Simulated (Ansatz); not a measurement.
Basis sets compared for SeO₂F₂. Charge 0, multiplicity 1. Geometry r2SCAN-D4/def2-SVP. Ansatz on 4 threads of AMD EPYC 7B13 on a shared host; times are rough, and most runs start from earlier orbitals.

```xyz
5

Se    0.0194    0.0334    0.1918
O    -0.2142   -1.2110    1.1453
O     0.3915    1.5166    0.6088
F    -1.3201    0.1163   -0.8993
F     1.1235   -0.4554   -1.0466
```

Binding counts from free atoms (Se triplet, O triplet, F doublet) in the same basis, without a counterpoise term.

| level | functions | energy (Eh) | HOMO (eV) | LUMO (eV) | binding per atom (eV) | wall time |
| --- | --- | --- | --- | --- | --- | --- |
| PBE-D4/def2-SVP | 88 | -2750.3203 | -8.57 | -4.03 | 3.16 | 0.45 s |
| PBE0-D4/def2-SVP | 88 | -2750.3584 | -10.48 | -3.04 | 2.72 | 0.7 s |

(1) Estimate the rows for PBE-D4/def2-TZVP, PBE0-D4/def2-TZVP.

## Answers

(1) 
```tsv
level	functions	energy (Eh)	HOMO (eV)	LUMO (eV)	binding per atom (eV)	wall time
PBE-D4/def2-TZVP	172	-2751.0780	-8.89	-4.32	3.24	0.95 s
PBE0-D4/def2-TZVP	172	-2751.1188	-10.68	-3.20	2.85	1.4 s
```
